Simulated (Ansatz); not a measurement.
Level of theory: frozen-core CCSD(T)/cc-pVTZ // B3LYP-D3(BJ)/def2-TZVP in Ansatz (a program for electronic structure).

Ansatz 0.2 input:
```yaml
crystal:
  periodic: [false, false, false]
  atoms:
    - { symbol: Cl, position_ang: [-1.28866, -1.476036, -0.178634] }
    - { symbol: Si, position_ang: [-0.046866, 0.008122, 0.526673] }
    - { symbol: Cl, position_ang: [-0.707324, 1.827369, -0.177862] }
    - { symbol: Br, position_ang: [2.042851, -0.359455, -0.170177] }
basis:
  gaussian: { orbitals: cc-pVTZ }
correlation:
  method: ccsd_t
magnetization:
  spin_polarized: true
  initial_magnetization: 1
```

Output:

```
Functional definition: HF
899 factors; integrals over basis functions are off by at most 5.3e-4 eV
mean field evaluation 1: about -102872.7893 eV, gradient 1.4e1 eV
mean field evaluation 2: about -102872.8020 eV, gradient 1.4e1 eV
mean field evaluation 4: about -102874.4168 eV, gradient 2.2e0 eV
mean field evaluation 8: about -102874.5185 eV, gradient 3.9e-3 eV
mean field evaluation 16: about -102874.3989 eV, gradient 2.2e0 eV
mean field -102874.51852595 eV, -3780.5688249756 hartree, gradient 2.0e-6 eV, S^2 0.756828; 0 other end points of the search recorded, 0 dependent functions left out
24 core orbitals not correlated
reference -102874.51852595 eV, -3780.5688249756 hartree; 18, 17 occupied and 103, 104 virtual orbitals, 899 factors
second order -18.71508821 eV of doubles, -0.00000000 eV of singles
cycle   1  -19.35845143 eV  change   -6.4e-1 eV  update   8.9e-2
cycle   2  -19.76842806 eV  change   -4.1e-1 eV  update   2.6e-2
cycle   3  -19.85073310 eV  change   -8.2e-2 eV  update   1.5e-2
cycle   4  -19.83959092 eV  change    1.1e-2 eV  update   5.2e-3
cycle   5  -19.83941686 eV  change    1.7e-4 eV  update   2.4e-3
cycle   6  -19.83979129 eV  change   -3.7e-4 eV  update   8.9e-4
cycle   7  -19.84001266 eV  change   -2.2e-4 eV  update   3.4e-4
cycle   8  -19.84016021 eV  change   -1.5e-4 eV  update   1.2e-4
cycle   9  -19.84012420 eV  change    3.6e-5 eV  update   4.8e-5
cycle  10  -19.84010218 eV  change    2.2e-5 eV  update   1.9e-5
perturbative correction -0.86811818 eV, -0.0319027548 hartree
Total energy: -102895.22674632 eV, -3781.3298380375 hartree
```

Cost: very roughly 2.2 core-minutes.
